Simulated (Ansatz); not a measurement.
The cluster GeI₂ (the lowest singlet isomer of a short search), 3 atoms. Hardware: 4 threads of Arm Neoverse V2 on a shared host.

In the def2 sets I takes a core potential; there is no spin–orbit coupling. Correlated methods freeze 17 core orbitals; core or outer-core shells of Ge, I are correlated, in sets that lack core-valence functions.

(1) How many basis functions does each of these Ansatz runs have, and roughly what does it cost? PBE0-D4/def2-TZVP, charge 0 singlet, energy, from earlier orbitals; PBE0-D4/def2-TZVP, charge 0 triplet, energy, from earlier orbitals; HF/STO-3G, charge 0 quintet, energy; PBE0-D4/def2-SVP, charge 0 singlet, energy, from earlier orbitals; RPA@PBE/def2-TZVP, charge 0 quintet, energy, from earlier orbitals; PBE-QIDH/def2-TZVP, charge 0 triplet, energy, from earlier orbitals; r2SCANh-D4/def2-TZVP, charge 0 singlet, energy, from earlier orbitals; r2SCAN-D4/def2-TZVP, charge 0 quintet, energy, from earlier orbitals; BHLYP-D4/def2-TZVP, charge 0 singlet, energy, from earlier orbitals; HSE06-D4/def2-TZVP, charge 0 quintet, energy, from earlier orbitals; PBE-D4/def2-TZVP, charge 1 doublet at the geometry of the charge 0 singlet, energy, from earlier orbitals; PBE-D4/def2-TZVP, charge 0 quintet, energy, from earlier orbitals.

Answers

(1) Other jobs shared the machine, so times can vary by a factor of up to 3. A dash marks memory too small to be measured apart from the calling script's.

```tsv
run	functions	fitting or Cholesky vectors	wall time	peak host memory (GiB)
PBE0-D4/def2-SVP, charge 0 singlet, energy, from earlier orbitals	84	985	0.95 s	–
PBE0-D4/def2-TZVP, charge 0 singlet, energy, from earlier orbitals	148	1237	1.6 s	–
PBE-D4/def2-TZVP, charge 1 doublet at the geometry of the charge 0 singlet, energy, from earlier orbitals	148	1092	2 s	–
BHLYP-D4/def2-TZVP, charge 0 singlet, energy, from earlier orbitals	148	1392	2.1 s	–
r2SCANh-D4/def2-TZVP, charge 0 singlet, energy, from earlier orbitals	148	1111	2.6 s	–
PBE0-D4/def2-TZVP, charge 0 triplet, energy, from earlier orbitals	148	1283	3.4 s	–
HF/STO-3G, charge 0 quintet, energy	72	730	3.5 s	0.59
PBE-QIDH/def2-TZVP, charge 0 triplet, energy, from earlier orbitals	148	1283	4.6 s	–
PBE-D4/def2-TZVP, charge 0 quintet, energy, from earlier orbitals	148	1092	7 s	–
RPA@PBE/def2-TZVP, charge 0 quintet, energy, from earlier orbitals	148	1279	11 s	–
HSE06-D4/def2-TZVP, charge 0 quintet, energy, from earlier orbitals	148	1279	12 s	0.66
r2SCAN-D4/def2-TZVP, charge 0 quintet, energy, from earlier orbitals	148	1092	21 s	–
```
